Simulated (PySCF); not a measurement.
Aluminium: a sound run and one with changed settings

Sound run: Al⁺ [Ne] 3s2, Al²⁺ [Ne] 3s1. Computed with PySCF 2.14 in cc-pV(D+d)Z, with no relativity, point nucleus. In the sound run the correlated levels freeze [Ne]. The sound run starts from symmetry-adapted Hartree-Fock orbitals and uses a fine grid where one is needed.

Changed run: scalar relativity by spin-free X2C-1e. This setting is unsound on purpose.

```tsv
species	method	sound run (hartree)	changed run (hartree)	converged
Al⁺	UHF	-241.66833	-242.06361	yes
Al⁺	TPSS	-242.15027	-242.54532	yes
Al⁺	PBE0	-242.02225	-242.41737	yes
Al⁺	MP2	-241.69366	-242.08895	yes
Al⁺	CCSD(T)	-241.70699	-242.10224	yes
Al²⁺	UHF	-241.02361	-241.41772	yes
Al²⁺	TPSS	-241.46471	-241.85849	yes
Al²⁺	PBE0	-241.33536	-241.72919	yes
```

Ionisation energy of Al⁺:

```
 method  sound run (eV)  changed run (eV)
    UHF          17.544            17.576
   TPSS          18.655            18.690
   PBE0          18.691            18.726
    MP2          18.233            18.265
SCS-MP2          18.371            18.403
   CCSD          18.596            18.627
CCSD(T)          18.596            18.627
  CCSDT          18.596            18.627
    FCI          18.596            18.627
```

Most of the change in total energy is the relativistic energy itself. On top of that the contraction fixes the core shape for the Hamiltonian it was made with, so the changed run is not a good calculation with the other Hamiltonian either.

For comparison, NIST gives 18.829 eV between the lowest levels.
